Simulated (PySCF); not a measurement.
C$_{2}$H$_{5}$O (SMILES [CH2-]OC), charge -1, singlet, at a GFN2-xTB geometry; PBE/STO-3G (PySCF).

Input for PySCF:
```python
from pyscf import gto, scf, dft

mol = gto.M(
    atom='''
C    -0.01387129    1.32048858   -0.14685513
O     0.00480545    0.04658534    0.60549664
C     0.00885831   -1.08473522   -0.17190786
H     0.86993040    1.24954023   -0.87427756
H    -0.90863771    1.23257197   -0.85885667
H     0.02301881   -1.98265824    0.47327149
H    -0.88652396   -1.15182118   -0.82804795
H     0.89384676   -1.13483572   -0.84348446
''',
    basis='sto-3g',
    charge=-1,
    verbose=4,
    symmetry=True,
)

mf = dft.RKS(mol)
mf.xc = 'pbe'
mf.irrep_nelec = {"A'": 18, 'A"': 8}
mf.kernel()
mf.analyze()
```

It wrote (shortened):

```
PySCF version 2.14.0

[INPUT] verbose = 4
[INPUT] num. atoms = 8
[INPUT] num. electrons = 26
[INPUT] charge = -1
[INPUT] spin (= nelec alpha-beta = 2S) = 0
[INPUT] symmetry True subgroup None
[INPUT] Mole.unit = angstrom
[INPUT] Symbol           X                Y                Z      unit          X                Y                Z       unit  Magmom
[...]
nuclear repulsion = 75.9480295608765
point group symmetry = Cs
symmetry origin: [ 1.51178089e-09 -4.53534277e-09  2.26767139e-09]
symmetry axis x: [0.00820341 0.04787468 0.99881966]
symmetry axis y: [ 0.00994341 -0.99880779  0.04779245]
symmetry axis z: [ 0.99991691  0.00953962 -0.00866967]
num. orbitals of irrep A' = 15
num. orbitals of irrep A" = 5
number of shells = 14
number of NR pGTOs = 60
number of NR cGTOs = 20
basis = sto-3g
ecp = {}

******** <class 'pyscf.dft.rks_symm.SymAdaptedRKS'> ********
method = SymAdaptedRKS
initial guess = minao
damping factor = 0
level_shift factor = 0
DIIS = <class 'pyscf.scf.diis.CDIIS'>
diis_start_cycle = 1
diis_space = 8
diis_damp = 0
SCF conv_tol = 1e-09
SCF conv_tol_grad = None
SCF max_cycles = 50
direct_scf = True
direct_scf_tol = 1e-13
XC library pyscf.dft.libxc version 7.1.2
    S. Lehtola, C. Steigemann, M. J. T. Oliveira, and M. A. L. Marques,  SoftwareX 7, 1–5 (2018)
XC functionals = pbe
    J. P. Perdew, K. Burke, and M. Ernzerhof,  Phys. Rev. Lett. 77, 3865 (1996)
    J. P. Perdew, K. Burke, and M. Ernzerhof,  Phys. Rev. Lett. 78, 1396 (1997)
    J. P. Perdew, K. Burke, and M. Ernzerhof,  Phys. Rev. Lett. 77, 3865 (1996)
    J. P. Perdew, K. Burke, and M. Ernzerhof,  Phys. Rev. Lett. 78, 1396 (1997)
radial grids:
    Treutler-Ahlrichs [JCP 102, 346 (1995); DOI:10.1063/1.469408] (M4) radial grids

becke partition: Becke, JCP 88, 2547 (1988); DOI:10.1063/1.454033
pruning grids: <function nwchem_prune>
grids dens level: 3
symmetrized grids: True
atomic radii adjust function: <function treutler_atomic_radii_adjust>
small_rho_cutoff = 0
Freeze 26 electrons in irreps ["A'", 'A"']
    0 free electrons in irreps
Set gradient conv threshold to 3.16228e-05
Initial guess from minao.
tot grids = 91360
init E= -152.227503607945
HOMO (A") = 0.298842094318982  LUMO (A') = -0.172737421030088  gap/eV = -12.83233

WARN: A' LUMO -0.172737421030088 < system HOMO 0.298842094318982

WARN: A" HOMO 0.298842094318982 > system LUMO -0.172737421030088

cycle= 1 E= -150.95945858838  delta_E= 1.27  |g|= 0.377  |ddm|= 5.27
HOMO (A") = 0.59466204651564  LUMO (A') = 0.293194081962893  gap/eV = -8.20336

WARN: A' LUMO 0.293194081962893 < system HOMO 0.59466204651564

WARN: A" HOMO 0.59466204651564 > system LUMO 0.293194081962893

cycle= 2 E= -150.312406610337  delta_E= 0.647  |g|= 1.03  |ddm|= 7.28
HOMO (A") = 0.713235617705286  LUMO (A') = 0.20024977928285  gap/eV = -13.95906

WARN: A' LUMO 0.20024977928285 < system HOMO 0.713235617705286

WARN: A" HOMO 0.713235617705286 > system LUMO 0.20024977928285

cycle= 3 E= -150.806194278679  delta_E= -0.494  |g|= 0.951  |ddm|= 5.95
HOMO (A") = 0.685762385066661  LUMO (A') = 0.217827009400994  gap/eV = -12.73317

WARN: A' LUMO 0.217827009400994 < system HOMO 0.685762385066661

WARN: A" HOMO 0.685762385066661 > system LUMO 0.217827009400994

cycle= 4 E= -150.414575915203  delta_E= 0.392  |g|= 0.771  |ddm|=  6.1
HOMO (A") = 0.711855001641268  LUMO (A') = 0.189934543586651  gap/eV = -14.20218

WARN: A' LUMO 0.189934543586651 < system HOMO 0.711855001641268

WARN: A" HOMO 0.711855001641268 > system LUMO 0.189934543586651

WARN: A" LUMO 0.712688445518262 < system HOMO 0.711855001641268

cycle= 5 E= -150.98012330833  delta_E= -0.566  |g|= 0.324  |ddm|= 7.09
HOMO (A") = 0.694602267711543  LUMO (A') = 0.190807948638502  gap/eV = -13.70894

WARN: A' LUMO 0.190807948638502 < system HOMO 0.694602267711543

WARN: A" HOMO 0.694602267711543 > system LUMO 0.190807948638502

cycle= 6 E= -150.470281739098  delta_E= 0.51  |g|= 0.728  |ddm|= 7.08
HOMO (A") = 0.704110448023198  LUMO (A') = 0.186120801802162  gap/eV = -14.09522

WARN: A' LUMO 0.186120801802162 < system HOMO 0.704110448023198

WARN: A" HOMO 0.704110448023198 > system LUMO 0.186120801802162

cycle= 7 E= -150.47357775638  delta_E= -0.0033  |g|= 0.723  |ddm|= 0.181
HOMO (A") = 0.704949928457829  LUMO (A') = 0.182996597334507  gap/eV = -14.20307

WARN: A' LUMO 0.182996597334507 < system HOMO 0.704949928457829

WARN: A" HOMO 0.704949928457829 > system LUMO 0.182996597334507

cycle= 8 E= -150.986039878291  delta_E= -0.512  |g|= 0.277  |ddm|= 7.09
HOMO (A") = 0.702947585971845  LUMO (A') = 0.182629005625009  gap/eV = -14.15859

WARN: A' LUMO 0.182629005625009 < system HOMO 0.702947585971845

WARN: A" HOMO 0.702947585971845 > system LUMO 0.182629005625009

cycle= 9 E= -150.983046315315  delta_E= 0.00299  |g|= 0.285  |ddm|= 0.378
HOMO (A") = 0.700762910227244  LUMO (A') = 0.181815117839323  gap/eV = -14.12129

WARN: A' LUMO 0.181815117839323 < system HOMO 0.700762910227244

WARN: A" HOMO 0.700762910227244 > system LUMO 0.181815117839323

cycle= 10 E= -150.981815428231  delta_E= 0.00123  |g|= 0.291  |ddm|= 0.0589
HOMO (A") = 0.703504745058143  LUMO (A') = 0.189716913933965  gap/eV = -13.98088

WARN: A' LUMO 0.189716913933965 < system HOMO 0.703504745058143

WARN: A" HOMO 0.703504745058143 > system LUMO 0.189716913933965

cycle= 11 E= -150.459755588759  delta_E= 0.522  |g|= 0.742  |ddm|= 7.11
HOMO (A") = 0.693042997937534  LUMO (A') = 0.178420637455744  gap/eV = -14.00359

WARN: A' LUMO 0.178420637455744 < system HOMO 0.693042997937534

WARN: A" HOMO 0.693042997937534 > system LUMO 0.178420637455744

cycle= 12 E= -150.969690171285  delta_E= -0.51  |g|= 0.336  |ddm|=  7.1
HOMO (A") = 0.687712216075963  LUMO (A') = 0.174412110000093  gap/eV = -13.96761

WARN: A' LUMO 0.174412110000093 < system HOMO 0.687712216075963

WARN: A" HOMO 0.687712216075963 > system LUMO 0.174412110000093

cycle= 13 E= -150.960618090239  delta_E= 0.00907  |g|= 0.365  |ddm|= 0.0787
HOMO (A") = 0.690746212542309  LUMO (A') = 0.177326638818816  gap/eV = -13.97086

[...]

WARN: A' LUMO 0.174336091527521 < system HOMO 0.694382170828053

WARN: A" HOMO 0.694382170828053 > system LUMO 0.174336091527521

cycle= 34 E= -150.976022419073  delta_E= 0.00599  |g|= 0.307  |ddm|= 0.0781
HOMO (A") = 0.667344403375923  LUMO (A') = 0.205704034430245  gap/eV = -12.56187

WARN: A' LUMO 0.205704034430245 < system HOMO 0.667344403375923

WARN: A" HOMO 0.667344403375923 > system LUMO 0.205704034430245

cycle= 35 E= -150.404864954948  delta_E= 0.571  |g|= 0.794  |ddm|= 7.12
HOMO (A") = 0.671591208912953  LUMO (A') = 0.206385706766038  gap/eV = -12.65889

WARN: A' LUMO 0.206385706766038 < system HOMO 0.671591208912953

WARN: A" HOMO 0.671591208912953 > system LUMO 0.206385706766038

cycle= 36 E= -150.417682526352  delta_E= -0.0128  |g|= 0.787  |ddm|= 0.0697
HOMO (A") = 0.655439346054284  LUMO (A') = 0.219524628130508  gap/eV = -11.86184

WARN: A' LUMO 0.219524628130508 < system HOMO 0.655439346054284

WARN: A" HOMO 0.655439346054284 > system LUMO 0.219524628130508

cycle= 37 E= -150.389037308544  delta_E= 0.0286  |g|= 0.816  |ddm|= 0.0788
HOMO (A") = 0.668923307388348  LUMO (A') = 0.212131794335347  gap/eV = -12.42993

WARN: A' LUMO 0.212131794335347 < system HOMO 0.668923307388348

WARN: A" HOMO 0.668923307388348 > system LUMO 0.212131794335347

cycle= 38 E= -150.407650496225  delta_E= -0.0186  |g|= 0.796  |ddm|= 0.0576
HOMO (A") = 0.675588656630538  LUMO (A') = 0.204038378111121  gap/eV = -12.83154

WARN: A' LUMO 0.204038378111121 < system HOMO 0.675588656630538

WARN: A" HOMO 0.675588656630538 > system LUMO 0.204038378111121

cycle= 39 E= -150.417739505093  delta_E= -0.0101  |g|= 0.785  |ddm|= 0.043
HOMO (A") = 0.676514782135465  LUMO (A') = 0.20341208388406  gap/eV = -12.87378

WARN: A' LUMO 0.20341208388406 < system HOMO 0.676514782135465

WARN: A" HOMO 0.676514782135465 > system LUMO 0.20341208388406

cycle= 40 E= -150.417199980543  delta_E= 0.00054  |g|= 0.785  |ddm|= 0.0101
HOMO (A") = 0.677464081033574  LUMO (A') = 0.203017463158574  gap/eV = -12.91035

WARN: A' LUMO 0.203017463158574 < system HOMO 0.677464081033574

WARN: A" HOMO 0.677464081033574 > system LUMO 0.203017463158574

cycle= 41 E= -150.418681350816  delta_E= -0.00148  |g|= 0.784  |ddm|= 0.00606
HOMO (A") = 0.704321492172599  LUMO (A') = 0.187277036378394  gap/eV = -14.06950

WARN: A' LUMO 0.187277036378394 < system HOMO 0.704321492172599

WARN: A" HOMO 0.704321492172599 > system LUMO 0.187277036378394

cycle= 42 E= -150.483416153921  delta_E= -0.0647  |g|= 0.728  |ddm|= 0.465
HOMO (A") = 0.440937281708585  LUMO (A') = 0.223677885690505  gap/eV = -5.91193

WARN: A' LUMO 0.223677885690505 < system HOMO 0.440937281708585

WARN: A" HOMO 0.440937281708585 > system LUMO 0.223677885690505

cycle= 43 E= -148.371708639231  delta_E= 2.11  |g|= 1.64  |ddm|= 7.66
HOMO (A") = 0.571696954303991  LUMO (A') = 0.133646191959996  gap/eV = -11.91997

WARN: A' LUMO 0.133646191959996 < system HOMO 0.571696954303991

WARN: A" HOMO 0.571696954303991 > system LUMO 0.133646191959996

cycle= 44 E= -149.738423862883  delta_E= -1.37  |g|= 1.39  |ddm|=    2
HOMO (A") = 0.60312006754429  LUMO (A') = 0.115502572042689  gap/eV = -13.26875

WARN: A' LUMO 0.115502572042689 < system HOMO 0.60312006754429

WARN: A" HOMO 0.60312006754429 > system LUMO 0.115502572042689

cycle= 45 E= -150.868926779329  delta_E= -1.13  |g|= 0.573  |ddm|= 2.61
HOMO (A") = 0.664989212570068  LUMO (A') = 0.149650463747916  gap/eV = -14.02308

WARN: A' LUMO 0.149650463747916 < system HOMO 0.664989212570068

WARN: A" HOMO 0.664989212570068 > system LUMO 0.149650463747916

cycle= 46 E= -150.950197092965  delta_E= -0.0813  |g|= 0.387  |ddm|= 0.67
HOMO (A") = 0.700537811204097  LUMO (A') = 0.176739435978449  gap/eV = -14.25328

WARN: A' LUMO 0.176739435978449 < system HOMO 0.700537811204097

WARN: A" HOMO 0.700537811204097 > system LUMO 0.176739435978449

cycle= 47 E= -150.972848528952  delta_E= -0.0227  |g|= 0.333  |ddm|= 0.631
HOMO (A") = 0.703493982934186  LUMO (A') = 0.177426342891231  gap/eV = -14.31503

WARN: A' LUMO 0.177426342891231 < system HOMO 0.703493982934186

WARN: A" HOMO 0.703493982934186 > system LUMO 0.177426342891231

cycle= 48 E= -150.976630774372  delta_E= -0.00378  |g|= 0.31  |ddm|= 0.803
HOMO (A") = 0.692382311254814  LUMO (A') = 0.191801923922334  gap/eV = -13.62149

WARN: A' LUMO 0.191801923922334 < system HOMO 0.692382311254814

WARN: A" HOMO 0.692382311254814 > system LUMO 0.191801923922334

cycle= 49 E= -150.47479585852  delta_E= 0.502  |g|= 0.73  |ddm|= 7.11
HOMO (A") = 0.700798671190431  LUMO (A') = 0.184201678274827  gap/eV = -14.05732

WARN: A' LUMO 0.184201678274827 < system HOMO 0.700798671190431

WARN: A" HOMO 0.700798671190431 > system LUMO 0.184201678274827

cycle= 50 E= -150.476867031736  delta_E= -0.00207  |g|= 0.724  |ddm|= 0.0624
SCF not converged.
SCF energy = -150.476867031736
**** SCF Summaries ****
Total Energy =                        -150.476867031736163
Nuclear Repulsion Energy =              75.948029560876464
One-electron Energy =                 -365.016860442218103
Two-electron Energy =                  138.591963849605492
Two-electron Coulomb Energy =          160.348510762579735
DFT Exchange-Correlation Energy =      -21.756546912974247
HOMO-LUMO gap [eV] =                   -14.057320190997714
Wave-function symmetry = A'
occupancy for each irrep:     A'   A"
                               9    4
**** MO energy ****
[...]
 ** Mulliken pop on meta-lowdin orthogonal AOs  **
 ** Mulliken pop  **
[...]
 ** Mulliken atomic charges  **
charge of    0C =      0.74653
charge of    1O =     -0.17158
charge of    2C =     -0.78064
charge of    3H =      0.10267
charge of    4H =      0.10267
charge of    5H =     -0.02856
charge of    6H =     -0.48554
charge of    7H =     -0.48554

WARN: System has nonzero charge -1; the dipole moment is origin-dependent.
Location of origin: [0. 0. 0.]

Dipole moment(X, Y, Z, Debye): -0.13055, 15.81033,  2.34009
```

The run did not converge; its last values are not results.
